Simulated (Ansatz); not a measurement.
I$_{3}$Zr (SMILES [I][Zr]([I])[I]), doublet, at a GFN2-xTB geometry (such geometries of metal compounds can be far from the true shape) (the multiplicity is a formal guess) (core potentials on I, Zr); PBE/def2-SVP in Ansatz (a program for electronic structure).

Here is a job for Ansatz.
Ansatz 0.2 input:
```yaml
crystal:
  periodic: [false, false, false]
  atoms:
    - {symbol: Zr, position_ang: [-0.36838690, 0.35251267, 0.73412604]}
    - {symbol: I, position_ang: [-1.91094093, -1.65624311, -0.43739609]}
    - {symbol: I, position_ang: [0.06579663, 2.21046464, -1.30217845]}
    - {symbol: I, position_ang: [2.12317215, -0.82026883, 1.18551715]}
basis:
  gaussian:
    orbitals: def2-SVP
hamiltonian:
  xc: pbe
magnetization: {spin_polarized: true, initial_magnetization: 1}
```

Output, abridged:

```
Functional definition: PBE
1226 factors; their error is unknown
mean field evaluation 1: about -25585.3322 eV, gradient 1.2e1 eV
mean field evaluation 2: about -25580.6487 eV, gradient 2.8e1 eV
mean field evaluation 4: about -25586.3778 eV, gradient 2.7e0 eV
mean field evaluation 8: about -25586.4290 eV, gradient 3.7e-2 eV
mean field evaluation 16: about -25586.4213 eV, gradient 4.4e-5 eV
mean field evaluation 32: about -25585.9217 eV, gradient 1.7e-4 eV
mean field evaluation 64: about -25585.9654 eV, gradient 4.1e-1 eV
mean field -25586.42130440 eV, -940.2836398375 hartree, gradient 1.0e-5 eV, S^2 0.755811; 8 other end points of the search recorded, 0 dependent functions left out
reference -25586.42135291 eV, -940.2836416203 hartree; 44, 43 occupied and 65, 66 virtual orbitals, 1226 factors
Total energy: -25586.42135291 eV, -940.2836416203 hartree
```
